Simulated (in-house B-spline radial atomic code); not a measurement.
# RPA and G0W0 on CAM-B3LYP: Xe IV (Xe3+)

Configuration [Kr] 4d10 5s2 5p3, highest spin, mean-field start CAM-B3LYP. Computed with an all-electron radial atomic-structure program (B-spline basis): all electrons, non-relativistic, point nucleus, each spin shell either full or empty, empty states to l = 9 with an (l + 1/2)⁻⁴ tail; G0W0 by contour deformation at full frequency.

Without relativity these are model numbers: it shifts the levels of so heavy an element strongly and can reorder them.

Command:
```bash
python run_gw.py task.json out
```
Settings (radii: box in bohr, nucleus in fm):
```
Z                        54
electrons                51
configuration            [Kr] 4d10 5s2 5p3
hamiltonian              nr
method                   camb3lyp
lmax                     9
spin_polarised           True
box_radius               14.14
intervals                53
```

Cost of the run: 5.2 s on 1 thread of Intel(R) Xeon(R) Platinum 8375C CPU @ 2.90GHz, on a shared host.

Energies (hartree):

| term | value |
| --- | --- |
| mean-field total | -7232.75382 |
| Hartree-Fock functional on these orbitals | -7229.88372 |
| direct second order | -4.383 |
| second-order exchange | 1.1995 |
| SOSEX correction | 1.1233 |

(1) What is the RPA correlation energy, and what remains with SOSEX?

Quasi-particle levels (eV):

| level | occupied | mean field | Σx - vxc | Σc | QP weight | G0W0 |
| --- | --- | --- | --- | --- | --- | --- |
| 5p up | yes | -40.66 | -2.26 | ? | ? | ? |
| 5s down | yes | -49.28 | 0.16 | -2.63 | 0.953 | -51.75 |
| 4d down | yes | -99.85 | -7.89 | 1.79 | 0.863 | -105.94 |
| 5p down | no | -32.77 | 4.45 | -2.44 | 0.951 | -30.76 |

G0W0 = mean field + (Σx - vxc) + Σc, with Σc (partial-wave tail included) taken at the quasi-particle energy. Only the outer levels were computed. Levels of low weight are left out.

(2) Where does G0W0 put 5p up?

## Answers

(1) RPA gives -3.8767 hartree (-2.07 eV per electron); RPA + SOSEX gives -2.7534, and the second-order doubles -3.1835 hartree (no singles). SOSEX takes back 29 % of the RPA value.

(2) At -43.60 eV, with Σc = -0.68 eV and a quasi-particle weight of 0.952. The tabulated removal energy is 42.2 ± 0.2 eV (NIST, measured); the calculation leaves out relativity, Breit and QED terms, and what these don't explain is the method's own error.
